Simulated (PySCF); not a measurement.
Compound: C₃H₁₁AsSi.
SMILES with atom numbers: `[CH3:1][CH2:2][CH2:3][SiH2:4][AsH2:5]` (hydrogens: H6, H7, H8 on C1; H9, H10 on C2; H11, H12 on C3; H13, H14 on Si4; H15, H16 on As5)

Level: wB97X-D/def2-SVPD in PySCF, non-relativistic, on one gas-phase PBE0-D3(BJ)/def2-SVP geometry that isn't relaxed in the solvent. The solvent is an IEF-PCM continuum (cavity from Bondi-type radii × 1.2), and excitations are vertical TDDFT with non-equilibrium linear response and a frozen core. The model holds no explicit solvent molecules, cavitation or dispersion. Spin–orbit coupling is left out although an atom past zinc is present.

Gas-phase singlets (H = HOMO, L = LUMO):

| state | E (eV) | λ (nm) | f | leading configurations |
| --- | --- | --- | --- | --- |
| S1 | 6.332 | 196 | 0.022 | H→L+2 64%, H→L+1 29% |
| S2 | 6.468 | 192 | 0.041 | H→L 68%, H→L+1 14% |
| S3 | 6.873 | 180 | 0.351 | H→L+1 47%, H→L+2 20%, H→L 18% |
| S4 | 7.448 | 166 | 0.012 | H→L+3 61%, H→L+4 14% |
| S5 | 7.721 | 161 | 0.010 | H-1→L 73% |

**Question.** How does the list change in dichloromethane (ε = 8.93)?

**Answer.** 
```
state  E (eV)  λ (nm)      f         leading configurations  change by rank (eV)
   S1   6.359     195  0.049           H→L+2 64%, H→L+1 31%               +0.027
   S2   6.515     190  0.083  H→L 46%, H→L+1 30%, H→L+2 16%               +0.047
   S3   6.740     184  0.504  H→L 41%, H→L+1 32%, H→L+2 14%               -0.133
   S4   7.495     165  0.024            H→L+3 64%, H→L+4 9%               +0.047
   S5   7.674     162  0.019            H-1→L 73%, H-2→L 8%               -0.047
```

**Question.** How do the frontier levels move from gas to dichloromethane?

**Answer.** 
```tsv
orbital	gas (eV)	solvent (eV)	change (eV)
LUMO+2	2.12	2.23	+0.11
LUMO+1	1.90	1.97	+0.07
LUMO	1.75	1.87	+0.12
HOMO	-9.02	-8.99	+0.03
HOMO-1	-10.14	-9.98	+0.16
HOMO-2	-10.70	-10.58	+0.12
HOMO-3	-11.31	-11.17	+0.14
```

The HOMO–LUMO gap goes from 10.77 to 10.85 eV.

Conformer computed: `[CH3:1][CH2:2][CH2:3][SiH2:4][AsH2:5]`: C1–C2–C3–Si4 60°, C2–C3–Si4–As5 50°, H–As5–Si4–C3 -80°, H–As5–Si4–C3 -172°.
